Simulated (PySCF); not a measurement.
Spectra and structures to be paired. Computed with PySCF, TDDFT wB97X-D/def2-SVPD, vertical, gas phase, core orbitals frozen in the response. Geometries: GFN2-xTB; one conformer of each isolated species. Triplets are in the Tamm–Dancoff approximation.

A. `F[C@@H]1CCCC1(F)F`
B. `N#C[SiH]1SCCCS1`
C. `[SiH3]Nc1cscc1S`
D. `N#CC[Si@@H]1CSCS1`
E. `[SiH3]CSc1ccsn1`

Lowest singlet levels (six at most, fewer where fewer were computed) with oscillator strengths:

1. 4.94 eV (f 0.046); 5.00 eV (f 0.103); 5.29 eV (f 0.005); 5.42 eV (f 0.049); 5.58 eV (f 0.010); 5.85 eV (f 0.001); T1 3.62 eV
2. 5.09 eV (f 0.001); 5.51 eV (f 0.001); 6.05 eV (f 0.005); 6.22 eV (f 0.014); 6.45 eV (f 0.021); 6.77 eV (f 0.022); T1 4.69 eV
3. 4.99 eV (f 0.188); 5.34 eV (f 0.000); 5.84 eV (f 0.000); 5.98 eV (f 0.002); 6.27 eV (f 0.000); 6.38 eV (f 0.029); T1 3.77 eV
4. 8.75 eV (f 0.003); 9.41 eV (f 0.014); 9.49 eV (f 0.006); 9.77 eV (f 0.006); 9.99 eV (f 0.016); 10.02 eV (f 0.003); T1 8.34 eV
5. 5.24 eV (f 0.008); 5.56 eV (f 0.002); 5.71 eV (f 0.036); 6.01 eV (f 0.000); 6.37 eV (f 0.001); 6.45 eV (f 0.004); T1 4.96 eV

Task: Match each spectrum to its molecule.

Result: 1 = C, 2 = D, 3 = E, 4 = A, 5 = B.
- A: S1 at 8.75 eV, HOMO→LUMO (38%), HOMO→LUMO+1 (31%), HOMO→LUMO+3 (23%); Löwdin shares by element: HOMO carbon 32% or more, fluorine 28% or more (atoms not listed hold the other 40%); LUMO carbon 26% or more, hydrogen 20% or more (atoms not listed hold the other 53%); HOMO -11.06 and LUMO 2.25 eV.
- B: S1 at 5.24 eV, HOMO→LUMO (86%); Löwdin shares by element: HOMO sulfur 78%, carbon 10% or more; LUMO silicon 20%, carbon 18% or more, nitrogen 17%, sulfur 16% or more (atoms not listed hold the other 29%); HOMO -9.04 and LUMO 0.67 eV; point group Cs, 1 of its 6 listed states under f = 0.0005.
- C: S1 at 4.94 eV, HOMO→LUMO (37%), HOMO→LUMO+1 (25%), HOMO-1→LUMO+1 (12%); Löwdin shares by element: HOMO carbon 26% or more, sulfur 24% or more, nitrogen 22% (atoms not listed hold the other 29%); LUMO carbon 54% or more, sulfur 19% or more (atoms not listed hold the other 27%); HOMO -7.72 and LUMO 1.25 eV.
- D: S1 at 5.09 eV, HOMO→LUMO (76%); Löwdin shares by element: HOMO sulfur 77%, carbon 15% or more; LUMO sulfur 53%, silicon 13%, carbon 8% or more (atoms not listed hold the other 26%); HOMO -8.72 and LUMO 1.03 eV.
- E: S1 at 4.99 eV, HOMO→LUMO (96%); Löwdin shares by element: HOMO sulfur 64%, carbon 9% or more, nitrogen 8% (atoms not listed hold the other 19%); LUMO carbon 38% or more, sulfur 22% or more, nitrogen 18% (atoms not listed hold the other 23%); HOMO -8.16 and LUMO 0.72 eV; point group Cs, 3 of its 6 listed states under f = 0.0005.
B and D have S1 within 0.15 eV of each other; their strongest listed levels stand at 5.71 eV (f 0.036) and 6.77 eV (f 0.022).
C and E have S1 within 0.05 eV of each other; their strongest listed levels stand at 5.00 eV (f 0.103) and 4.99 eV (f 0.188).
D and E have S1 within 0.11 eV of each other; their strongest listed levels stand at 6.77 eV (f 0.022) and 4.99 eV (f 0.188).
